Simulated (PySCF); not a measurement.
## Spinor energies of Lu (lutetium, neutral)

Start: [Xe] 4f14 5d1 6s2; 5d5/2 filled at m_j = +5/2. Calculated with PySCF 2.14 in x2c-SVPall-2c with one added diffuse shell each of s, p, d type (8s11p10d2f1g, 114 functions): generalised Hartree-Fock with the X2C-1e Hamiltonian and a Gaussian nucleus; one run each with spin-orbit coupling (SO) screened by Boettger's factors, then bare. This is a chosen level, not necessarily the ground level.

```json
{"spinor shell": "1s1/2", "electrons": "2", "ε, screened SO (eV)": "-63629.5", "ε, bare SO (eV)": "-63628.4", "weight of nominal j (bare SO)": "1.000", "rms radius, bare SO (bohr)": "0.0219"}
{"spinor shell": "2s1/2", "electrons": "2", "ε, screened SO (eV)": "-10964.4", "ε, bare SO (eV)": "-10964.0", "weight of nominal j (bare SO)": "1.000", "rms radius, bare SO (bohr)": "0.0885"}
{"spinor shell": "2p1/2", "electrons": "2", "ε, screened SO (eV)": "-10446.1", "ε, bare SO (eV)": "-10473.1", "weight of nominal j (bare SO)": "1.000", "rms radius, bare SO (bohr)": "0.0752"}
{"spinor shell": "2p3/2", "electrons": "4", "ε, screened SO (eV)": "-9322.5", "ε, bare SO (eV)": "-9313.4", "weight of nominal j (bare SO)": "1.000", "rms radius, bare SO (bohr)": "0.0825"}
{"spinor shell": "3s1/2", "electrons": "2", "ε, screened SO (eV)": "-2542.9", "ε, bare SO (eV)": "-2542.9", "weight of nominal j (bare SO)": "1.000", "rms radius, bare SO (bohr)": "0.227"}
{"spinor shell": "3p1/2", "electrons": "2", "ε, screened SO (eV)": "-2313.7", "ε, bare SO (eV)": "-2319.5", "weight of nominal j (bare SO)": "1.000", "rms radius, bare SO (bohr)": "0.218"}
{"spinor shell": "3p3/2", "electrons": "4", "ε, screened SO (eV)": "-2069.5", "ε, bare SO (eV)": "-2067.5", "weight of nominal j (bare SO)": "1.000", "rms radius, bare SO (bohr)": "0.233"}
{"spinor shell": "3d3/2", "electrons": "4", "ε, screened SO (eV)": "-1684.3", "ε, bare SO (eV)": "-1689.6", "weight of nominal j (bare SO)": "1.000", "rms radius, bare SO (bohr)": "0.206"}
{"spinor shell": "3d5/2", "electrons": "6", "ε, screened SO (eV)": "-1631.6", "ε, bare SO (eV)": "-1628.2", "weight of nominal j (bare SO)": "1.000", "rms radius, bare SO (bohr)": "0.210"}
{"spinor shell": "4s1/2", "electrons": "2", "ε, screened SO (eV)": "-535.84", "ε, bare SO (eV)": "-535.84", "weight of nominal j (bare SO)": "1.000", "rms radius, bare SO (bohr)": "0.509"}
{"spinor shell": "4p1/2", "electrons": "2", "ε, screened SO (eV)": "-441.02", "ε, bare SO (eV)": "-442.41", "weight of nominal j (bare SO)": "1.000", "rms radius, bare SO (bohr)": "0.519"}
{"spinor shell": "4p3/2", "electrons": "4", "ε, screened SO (eV)": "-384.96", "ε, bare SO (eV)": "-384.51", "weight of nominal j (bare SO)": "1.000", "rms radius, bare SO (bohr)": "0.553"}
{"spinor shell": "4d3/2", "electrons": "4", "ε, screened SO (eV)": "-228.53", "ε, bare SO (eV)": "-229.64", "weight of nominal j (bare SO)": "1.000", "rms radius, bare SO (bohr)": "0.583"}
{"spinor shell": "4d5/2", "electrons": "6", "ε, screened SO (eV)": "-218.03", "ε, bare SO (eV)": "-217.37", "weight of nominal j (bare SO)": "1.000", "rms radius, bare SO (bohr)": "0.598"}
{"spinor shell": "5s1/2", "electrons": "2", "ε, screened SO (eV)": "-73.754", "ε, bare SO (eV)": "-73.772", "weight of nominal j (bare SO)": "1.000", "rms radius, bare SO (bohr)": "1.27"}
{"spinor shell": "5p1/2", "electrons": "2", "ε, screened SO (eV)": "-44.317", "ε, bare SO (eV)": "-44.508", "weight of nominal j (bare SO)": "0.999", "rms radius, bare SO (bohr)": "1.42"}
{"spinor shell": "5p3/2", "electrons": "4", "ε, screened SO (eV)": "-37.285", "ε, bare SO (eV)": "-37.246", "weight of nominal j (bare SO)": "0.999", "rms radius, bare SO (bohr)": "1.55"}
{"spinor shell": "4f5/2", "electrons": "6", "ε, screened SO (eV)": "-23.449", "ε, bare SO (eV)": "-24.066", "weight of nominal j (bare SO)": "1.000", "rms radius, bare SO (bohr)": "0.792"}
{"spinor shell": "4f7/2", "electrons": "8", "ε, screened SO (eV)": "-21.908", "ε, bare SO (eV)": "-21.485", "weight of nominal j (bare SO)": "1.000", "rms radius, bare SO (bohr)": "0.812"}
{"spinor shell": "6s1/2", "electrons": "2", "ε, screened SO (eV)": "-6.174", "ε, bare SO (eV)": "-6.179", "weight of nominal j (bare SO)": "0.984", "rms radius, bare SO (bohr)": "4.13"}
{"spinor shell": "5d5/2", "electrons": "1", "ε, screened SO (eV)": "-5.028", "ε, bare SO (eV)": "-5.011", "weight of nominal j (bare SO)": "1.000", "rms radius, bare SO (bohr)": "3.20"}
```

| quantity | screened SO | bare SO |
| --- | --- | --- |
| E (hartree) | -14566.10830 | -14567.06753 |
| M_J | 5/2 | 5/2 |
| ⟨J²⟩ | 8.999 | 8.999 |
| ⟨L²⟩ | 6.309 | 6.322 |
| ⟨S²⟩ | 0.922 | 0.933 |

Each row is a mean over spinors that exchange with the open shell spreads, by up to 1.974 eV (5p3/2).

⟨J²⟩ departs a little from M_J(M_J + 1) because the unrestricted spinors polarise the closed shells.

Breit and QED terms are absent; they matter most for the inner s and p1/2 levels.

Densities and radii are taken from the X2C orbitals without a picture-change correction, which distorts them close to the nucleus.
